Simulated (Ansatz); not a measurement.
Input file for Ansatz (a quantum-chemistry and plane-wave program): R-BLYP/def2-TZVPP on As4 (SMILES [As]12[As]3[As]1[As]23).

Ansatz 0.2 input:
```yaml
crystal:
  periodic: [false, false, false]
  atoms:
    - {symbol: As, position_ang: [0.86703322, 0.86703322, 0.86703322]}
    - {symbol: As, position_ang: [0.86703322, -0.86703322, -0.86703322]}
    - {symbol: As, position_ang: [-0.86703322, 0.86703322, -0.86703322]}
    - {symbol: As, position_ang: [-0.86703322, -0.86703322, 0.86703322]}
basis:
  gaussian:
    orbitals: def2-TZVPP
hamiltonian:
  xc: {name: BLYP}
scf: {lower_state_search: off}
```

### Question
What total energy does the run end on?

### Answer
-8943.8205 hartree.
